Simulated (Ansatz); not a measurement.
Total energies of Hg6Se6 from Ansatz at PBE0-D4/def2-TZVP, gas phase (1 Eh = 27.2114 eV = 2625.5 kJ/mol). The reference geometry is relaxed at PBE-D4/def2-SVP.

```xyz
12

Se    2.803    0.694    1.621
Hg    2.366   -0.205   -0.738
Hg    0.309   -1.398    2.033
Se    1.178   -3.079    0.307
Se    1.256   -0.362   -3.042
Hg   -0.730   -2.107   -1.100
Hg    0.730    2.107    1.100
Se   -1.256    0.362    3.042
Se   -1.178    3.080   -0.307
Hg   -0.309    1.398   -2.033
Hg   -2.366    0.205    0.738
Se   -2.803   -0.694   -1.621
```

| state | geometry | energy (Eh) |
| --- | --- | --- |
| charge 0 singlet | reference | -15328.97964 |
| charge 1 doublet | reference | -15328.69347 |
| charge 1 doublet | relaxed at PBE-D4/def2-SVP | -15328.69467 |
| charge -1 doublet | reference | -15329.05393 |
| charge -1 doublet | relaxed at PBE-D4/def2-SVP | -15329.05360 |
| free Se atom (triplet) | – | -2401.20505 |
| free Hg atom (singlet) | – | -153.51485 |

In the def2 sets Hg takes a core potential; there is no spin–orbit coupling. Single mean-field runs in def2-TZVP are fitted with def2-universal-jkfit.

Task: Work out the vertical ionisation energy to the doublet.

Result: E(charge 1 doublet) − E(charge 0 singlet) = -15328.69347 − (-15328.97964) = 0.28617 Eh = 7.79 eV. For comparison, −ε of the highest occupied level is 6.55 eV at this level, 1.24 eV less.

Task: Work out the vertical electron affinity, to the doublet.

Result: E(charge 0 singlet) − E(charge -1 doublet) = -15328.97964 − (-15329.05393) = 0.07429 Eh = 2.02 eV. The basis lacks diffuse functions, which makes affinities too small.

Task: Give the fundamental gap IE − EA, the Mulliken electronegativity (IE + EA)/2 and the hardness (IE − EA)/2.

Result: From the values in Eh: IE − EA = 0.28617 − 0.07429 = 0.21188 Eh = 5.77 eV; (IE + EA)/2 = 4.90 eV; (IE − EA)/2 = 2.88 eV. The HOMO–LUMO gap of the same run is 3.45 eV, 2.32 eV smaller than the fundamental gap.

Task: How much does the charge 1 doublet relax, and what is the adiabatic ionisation energy?

Result: Relaxation: -15328.69347 − (-15328.69467) = 0.00120 Eh = 0.03 eV. Adiabatic ionisation energy: 0.28497 Eh = 7.75 eV, without zero-point energy. 

Task: How much does the charge -1 doublet relax, and what is the adiabatic electron affinity?

Result: Relaxation: -15329.05393 − (-15329.05360) = -0.00033 Eh = -0.01 eV. Adiabatic electron affinity: 0.07396 Eh = 2.01 eV, without zero-point energy. 

Task: What is the binding energy per atom against free atoms?

Result: Atoms: 6 × (-2401.20505) + 6 × (-153.51485) = -15328.31940 Eh. Binding: -15328.31940 − (-15328.97964) = 0.66024 Eh = 17.97 eV, or 1.50 eV for each of 12 atoms (no zero-point energy, no counterpoise term).
